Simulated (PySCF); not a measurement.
Isomers of C3H5N. All species are isolated molecules in the gas phase. One relaxed conformer stands for each flexible species; it need not be the lowest. Strings in code marks are SMILES.

All values below come from PBE0-D4/def2-TZVP (PySCF). All candidates: neutral, multiplicity 1. Delta-SCF ions had no search for a lower state. Excitations are Tamm–Dancoff values on a coarser integration grid. The basis has no diffuse functions, so Rydberg states are missing or too high.

```json
{
  "brightest of the four lowest singlets (TDA)": "6.77 eV",
  "vertical ionisation energy (Delta-SCF)": "8.06 eV",
  "HOMO–LUMO gap": "6.86 eV"
}
```

Q: Identify which member has these values.
A. `[H]/N=C\C=C` (C–C–C–N torsion 180°)
B. `C1=CNC1`
C. `C=CN=C` (C–C–N–C torsion 180°)
D. `NC1=CC1`

A: D, `NC1=CC1`. The others give `C=CN=C` (C–C–N–C torsion 180°): 6.20 eV, 9.52 eV, 6.11 eV; `C1=CNC1`: 6.51 eV, 8.50 eV, 6.88 eV; `[H]/N=C\C=C` (C–C–C–N torsion 180°): 6.86 eV, 9.97 eV, 6.35 eV
